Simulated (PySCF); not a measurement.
C3H7ClOSi.
SMILES with atom numbers: `[SiH3:1][O:2]/[CH:3]=[CH:4]\[CH2:5][Cl:6]` (hydrogens: H7, H8, H9 on Si1; H10 on C3; H11 on C4; H12, H13 on C5)

The same species was optimised twice, with GFN2-xTB and with PBE0-D3(BJ)/def2-SVP (PySCF), and the same property calculations (PySCF, gas phase) were run on both structures.

```tsv
coordinate	GFN2-xTB	PBE0-D3(BJ)/def2-SVP	change
Si1–O2 (Å)	1.631	1.681	+0.050
C3=C4 (Å)	1.329	1.338	+0.009
C5–Cl6 (Å)	1.798	1.806	+0.008
O2–C3 (Å)	1.342	1.350	+0.008
C4–C5 (Å)	1.486	1.482	-0.004
Si1–O2–C3 (°)	132.4	126.1	-6.3
C4–C5–Cl6 (°)	110.0	111.5	+1.5
C3–C4–C5 (°)	123.4	123.6	+0.2
O2–C3–C4 (°)	122.8	123.0	+0.2
Si1–O2–C3–C4 (°)	-179	159	-22
C3–C4–C5–Cl6 (°)	-119	-115	+4
```

Rotational constants: A = 7003, B = 797.9, C = 755.1 MHz (GFN2-xTB) against A = 5975, B = 827.9, C = 771.4 MHz (PBE0-D3(BJ)/def2-SVP). Point groups within 0.08 Å: C1 and C1.

On the GFN2-xTB structure: HOMO (eV) -7.01 [PBE0/pcSseg-1]; LUMO (eV) -0.14 [PBE0/pcSseg-1]; dipole (D) 3.23 [PBE0/pcSseg-1]; GIAO shielding of Si1 (ppm) 383.5 [PBE0/pcSseg-1]; GIAO shielding of O2 (ppm) 247.9 [PBE0/pcSseg-1]; GIAO shielding of C3 (ppm) 39.3 [PBE0/pcSseg-1]; GIAO shielding of C4 (ppm) 69.6 [PBE0/pcSseg-1]; GIAO shielding of C5 (ppm) 143.8 [PBE0/pcSseg-1]; GIAO shielding of Cl6 (ppm) 831.6 [PBE0/pcSseg-1].

Task: What do these properties become on the PBE0-D3(BJ)/def2-SVP structure?

Result: 
```csv
property,level,on GFN2-xTB,on PBE0-D3(BJ)/def2-SVP,change
HOMO (eV),PBE0/pcSseg-1,-7.01,-7.04,-0.03
LUMO (eV),PBE0/pcSseg-1,-0.14,-0.22,-0.08
dipole (D),PBE0/pcSseg-1,3.23,3.07,-0.16
"energy, GFN2-xTB geometry as zero (kcal/mol)",PBE0/pcSseg-1,0.0,-2.6,-2.6
GIAO shielding of Si1 (ppm),PBE0/pcSseg-1,383.5,377.5,-6.0
GIAO shielding of O2 (ppm),PBE0/pcSseg-1,247.9,237.9,-10.0
GIAO shielding of C3 (ppm),PBE0/pcSseg-1,39.3,34.2,-5.1
GIAO shielding of C4 (ppm),PBE0/pcSseg-1,69.6,69.0,-0.6
GIAO shielding of C5 (ppm),PBE0/pcSseg-1,143.8,142.8,-1.0
GIAO shielding of Cl6 (ppm),PBE0/pcSseg-1,831.6,822.8,-8.8
```

The heavy atoms differ by 0.142 Å rms after alignment. Among bonds between heavy atoms Si1–O2 changes most (+0.050 Å). Changes are differences of the printed values. Neither structure is proved a minimum here.

Conformer computed: `[SiH3:1][O:2]/[CH:3]=[CH:4]\[CH2:5][Cl:6]`: Si1–O2–C3–C4 159°, C3–C4–C5–Cl6 -115°.
